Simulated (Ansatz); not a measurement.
Start from `[SiH3]C[CH2][InH2]` and change one atom or group to get `C#CCC[SiH3]`.

Ansatz, PBE0-D4/def2-TZVP geometries, multiplicity 1. Each molecule was computed in one conformer, which needn't be the lowest.

Elements past krypton have def2 core potentials.

| property | `[SiH3]C[CH2][InH2]` |
| --- | --- |
| LUMO energy (PBE0/def2-TZVPP) / eV | -1.25 |
| HOMO–LUMO gap (PBE0/def2-TZVPP) / eV | 5.80 |
| HOMO energy (B3LYP/def2-TZVPP) / eV | -6.86 |
| HOMO–LUMO gap (PBE/def2-TZVPP) / eV | 3.95 |
| size of the dipole moment (B3LYP/def2-TZVPP) / D | 1.59 |
| HOMO energy (PBE0/def2-TZVPP) / eV | -7.05 |

Question: What does the change do to each property? (An estimate is asked.)

Answer: Ansatz gave: 
```
                                        property  `C#CCC[SiH3]`  shift
              LUMO energy (PBE0/def2-TZVPP) / eV           0.41   1.66
            HOMO–LUMO gap (PBE0/def2-TZVPP) / eV           8.17   2.37
             HOMO energy (B3LYP/def2-TZVPP) / eV          -7.52  -0.66
             HOMO–LUMO gap (PBE/def2-TZVPP) / eV           6.12   2.17
size of the dipole moment (B3LYP/def2-TZVPP) / D           0.17  -1.42
              HOMO energy (PBE0/def2-TZVPP) / eV          -7.76  -0.71
```

With PBE0 the HOMO falls by 0.71 eV and the LUMO rises by 1.66 eV, so the gap widens by about 2.37 eV. PBE moves the HOMO by -0.61 eV and ωB97M-V by -0.82 eV. Dipoles are sizes alone; their direction can turn.

Positive LUMOs are unbound, so they and the gaps depend on the basis.

B3LYP here is the variant with VWN-RPA as its local correlation; programs differ in this.
